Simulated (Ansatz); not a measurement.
Method: frozen-core CCSD(T)/cc-pVTZ // B3LYP-D3(BJ)/def2-TZVP in Ansatz (a program for electronic structure).

Ansatz 0.2 input:
```yaml
crystal:
  periodic: [false, false, false]
  atoms:
    - { symbol: C, position_ang: [1.866717, 0.334758, -0.092122] }
    - { symbol: C, position_ang: [0.735909, -0.611892, 0.304935] }
    - { symbol: C, position_ang: [-0.607133, -0.06137, 0.048306] }
    - { symbol: C, position_ang: [-1.379332, 0.881753, -0.371708] }
    - { symbol: C, position_ang: [-2.080901, -0.34376, 0.152328] }
    - { symbol: H, position_ang: [1.798586, 1.273176, 0.460333] }
    - { symbol: H, position_ang: [2.840453, -0.111846, 0.114471] }
    - { symbol: H, position_ang: [1.819213, 0.570276, -1.156429] }
    - { symbol: H, position_ang: [0.826897, -1.564772, -0.22855] }
    - { symbol: H, position_ang: [0.806365, -0.870872, 1.367409] }
    - { symbol: H, position_ang: [-1.511873, 1.859527, -0.798298] }
    - { symbol: H, position_ang: [-2.546745, -1.041069, -0.54454] }
    - { symbol: H, position_ang: [-2.568161, -0.313906, 1.127311] }
basis:
  gaussian: { orbitals: cc-pVTZ }
correlation:
  method: ccsd_t
```

Output:

```
Functional definition: HF
1466 factors; integrals over basis functions are off by at most 1.0e-3 eV
mean field evaluation 1: about -5274.4983 eV, gradient 3.5e1 eV
mean field evaluation 2: about -5274.7928 eV, gradient 3.5e1 eV
mean field evaluation 4: about -5278.1764 eV, gradient 3.7e0 eV
mean field evaluation 8: about -5278.2223 eV, gradient 2.9e-1 eV
mean field evaluation 16: about -5274.4969 eV, gradient 3.5e1 eV
mean field -5278.22253858 eV, -193.9711005852 hartree, gradient 1.4e-6 eV, S^2 0.000000; 0 other end points of the search recorded, 0 dependent functions left out
5 core orbitals not correlated
reference -5278.22253858 eV, -193.9711005852 hartree; 14, 14 occupied and 243, 243 virtual orbitals, 1466 factors
second order -22.70999379 eV of doubles, -0.00000000 eV of singles
cycle   1  -23.14720796 eV  change   -4.4e-1 eV  update   9.5e-2
cycle   2  -23.72535721 eV  change   -5.8e-1 eV  update   2.8e-2
cycle   3  -23.82135750 eV  change   -9.6e-2 eV  update   1.2e-2
cycle   4  -23.81994849 eV  change    1.4e-3 eV  update   3.1e-3
cycle   5  -23.82154214 eV  change   -1.6e-3 eV  update   1.1e-3
cycle   6  -23.82174164 eV  change   -2.0e-4 eV  update   2.9e-4
cycle   7  -23.82166745 eV  change    7.4e-5 eV  update   9.5e-5
cycle   8  -23.82167661 eV  change   -9.2e-6 eV  update   3.6e-5
cycle   9  -23.82167937 eV  change   -2.8e-6 eV  update   1.4e-5
perturbative correction -1.06688923 eV, -0.0392074562 hartree
Total energy: -5303.11110719 eV, -194.8857386115 hartree
```

Cost: around 18 core-minutes (rough).
